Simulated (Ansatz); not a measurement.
The same path of ClH3Sn + H2O (8 atoms, charge 0, multiplicity 1) was run twice with different band settings. Lost on the way: Sn1–Cl2, O6–H8. Made: Sn1–O6, Cl2–H8.

Level of theory: RKS B3LYP/def2-SVP (Ansatz).

Relaxed end points:

```xyz
8
Properties=species:S:1:pos:R:3
Sn 0.261 0.041 -0.127
Cl 0.180 -0.123 2.274
H 1.957 0.029 -0.433
H -0.437 1.531 -0.577
H -0.462 -1.370 -0.770
O -2.668 0.037 0.867
H -2.987 -0.877 0.867
H -2.188 0.103 1.710
```

```xyz
8
Properties=species:S:1:pos:R:3
Sn -0.304 -0.071 -0.539
Cl -0.718 0.859 3.180
H 1.088 -0.833 0.108
H -0.222 1.631 -0.613
H -0.772 -0.796 -2.025
O -1.864 -0.385 0.728
H -2.150 -1.309 0.779
H -1.402 0.275 2.194
```

Common settings: movable images 7; climbing image yes; optimiser quadratic models (default); start path through a guess of the saddle point; force threshold 0.03 eV/Å; iteration limit 60; end points relaxed.

| run | spring |
| --- | --- |
| 1 | 5.0 eV/Å² |
| 2 | 0.1 eV/Å² |

**Question.** What does each run give, and how far can it be trusted?

**Answer.** Run 1: converged after 20 iterations, highest image 0.859 eV above the first end. A vibrational analysis at the climbing image gives one clearly imaginary mode, 355i cm⁻¹: a first-order saddle point.
Run 2: converged after 21 iterations, highest image 0.859 eV above the first end. Another band between the same ends (7 images) ends at a top of the same energy, where a vibrational analysis finds 1 clearly imaginary mode.
The orbitals stay closed-shell, which can raise the energy where a bond breaks towards radicals; this wasn't checked here.
